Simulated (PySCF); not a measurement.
## Excitation energy of S by level of theory

S [Ne] 3s2 3p4 (3P) → S [Ne] 3s1 3p4 3d1 (high-spin determinant), as a difference of total energies. Calculation: PySCF 2.14, in aug-cc-pV(T+d)Z with one added diffuse shell each of s, p, d, f type (7s6p5d3f, 71 functions); no relativity, point nucleus. Correlated levels: valence: [Ne] frozen. The calculations carry no spin-orbit coupling.

```csv
method,excitation energy (cm⁻¹)
UHF,143200
LDA,146940
PBE,144720
PBE0,146780
r2SCAN,143570
BLYP,146130
M06-L,148180
HSE06,146680
wB97M-V,151240
MP2 (valence),147270
SCS-MP2 (valence),148710
```

The upper state lies above the first ionisation limit, where it may autoionise and the basis confines it.

The promoted electron is Rydberg-like, and one or two diffuse shells describe it only roughly, which tends to raise the upper state.

The determinant of the upper state mixes LS terms, which raises its energy above the lowest term, most at the Hartree-Fock and MP2 levels.
